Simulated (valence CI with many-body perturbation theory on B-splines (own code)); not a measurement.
## Sm13+ in brief

Computed by configuration interaction combined with many-body perturbation theory (CI+MBPT): three valence electrons over a frozen Dirac-Fock core [Kr] 4d10, radial functions for each j: 7 s, 7 p, 7 d, 7 f, 4 g, 2 h, with the one-electron correlation potential Σ1 (screened to all orders), the two-electron term Σ2, the three-electron term Σ3, Breit, model QED; selected single and double excitations, second order for the rest, scaled by the run's own slope (own B-spline code, finite nucleus).

No measured spectrum was set against this ion. As an estimate, terms of the open shell hold to a few per cent of their energy, and close levels can change places; configurations with another count of f electrons can be misplaced by thousands of cm⁻¹.

Rates and lifetimes use the calculated energies. Strong lines usually hold to 10 to 20 %, long lifetimes can be off by a factor of two.

What is the ground level?

4f.5s2 2F°_5/2, composition 98 % 4f.5s2 2F°, g = 0.855.

Among levels below 65.396 eV, which E1 lines absorb most strongly from the ground level?

to 4f.5s.5p 2G_7/2 at 35.91 nm, f = 0.493; to 4f.5s.5p 2F_5/2 at 37.32 nm, f = 0.440; to 4f.5s.5p 2D_3/2 at 35.50 nm, f = 0.320.

Where does the other parity begin?

At 4f2.5s 4H_7/2, 2.605 eV.

What is the ionisation energy?

254.59 eV; NIST lists 257 ± 12 eV (theoretical).

How is the term 2F° of the ground level split?

J = 5/2 at 0.000, J = 7/2 at 0.768 eV.

How well does LS coupling describe the low levels?

Among the lowest 20 levels the leading LS term, summed over configurations, holds 88 % on average. For single configurations the figures are 87 % in LS and 73 % in jj coupling. Terms mix most in the J = 9/2 level at 4.186 eV, where the leading one holds 42 %.
